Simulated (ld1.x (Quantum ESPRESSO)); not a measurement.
## Ranking TM potentials for zinc (Zn)

All share these settings but for the change named:

zinc (Zn), norm-conserving Troullier–Martins (Kleinman–Bylander form), made with ld1.x (Quantum ESPRESSO) 7.5 (PBE, scalar-relativistic). Core [Ne], reference 3s2 3p6 3d10 4s2 4p0. Waves: 3s (bound): rc 0.75 bohr; 3d (bound): rc 1.20 bohr; 3p (bound): rc 0.90 bohr. Local part: the p channel. Core correction: none.

Occupied shells without a wave of their own: 4s. They enter only through the test configuration that unscreens the potential.

Test errors are all-electron minus pseudo excitation energies from the reference, over 3s2 3p6 3d10 4s1 4p0; 3s2 3p6 3d10 4s0 4p0; 3s2 3p6 3d9 4s0 4p0; 3s2 3p6 3d10 4s0 4p1; 3s2 3p6 3d10 4s0 4p2; 3s2 3p6 3d9 4s2 4p1; 3s2 3p6 3d8 4s0 4p0. None of these files shows a bound ghost.

The base gives 853.8 meV.

Of 10 variants that were run, those that failed, showed a ghost or another fault, or gave nearly equal values are left out.

A variant can come out equal or close to the base, since the largest error may sit in a test that the change hardly touches while other tests move.

**Question.** Rank these variants by their largest absolute test error, smallest first.
A. all radii scaled by about 0.93 (s 0.70, p 0.84, d 1.12 bohr)
B. local potential the s channel
C. functional BLYP

**Answer.** A (652.1 meV), B (736.0 meV), C (859.9 meV).
